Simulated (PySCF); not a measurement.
**Radial density of Sb (antimony, neutral)**

B97-3, [Kr] 4d10 5s2 5p2 5d1, one real determinant (an excited configuration). All numbers are calculated (PySCF 2.14, scalar relativity by spin-free X2C-1e, in aug-cc-pwCVTZ-DK3 with one added diffuse shell each of s, p, d, f type (11s10p8d5f1g, 125 functions)).

| r (bohr) | 4πr²ρ (e/bohr) | 4πr²(ρα − ρβ) |
| --- | --- | --- |
| 0.0297 | 60.05 | 0.0136 |
| 0.0499 | 61.47 | 0.0317 |
| 0.0840 | 84.47 | 0.0221 |
| 0.141 | 63.09 | -0.0027 |
| 0.238 | 69.18 | 0.0683 |
| 0.400 | 37.66 | 0.0020 |
| 0.672 | 24.29 | 0.1627 |
| 1.13 | 13.97 | -0.0025 |
| 1.90 | 3.353 | 0.8691 |
| 3.20 | 1.019 | 0.6583 |
| 5.38 | 0.1798 | 0.1711 |
| 9.05 | 0.09794 | 0.0979 |
| 15.2 | 0.004379 | 0.0044 |

Densities and radii are taken from the X2C orbitals without a picture-change correction, which distorts them close to the nucleus.

⟨L²⟩ = 7.93 against 12 for a pure F term, so this real determinant mixes terms. The outer electron is Rydberg-like, and this basis confines it to a smaller radius and binds it less than a complete one would.

**Question.** Where is the radial spin density 4πr²(ρα − ρβ) most negative, and why is it negative at all?

**Answer.** Around r = 0.141 bohr, down to -0.0027 e/bohr: exchange with the open shell polarises the paired shells in an unrestricted calculation.
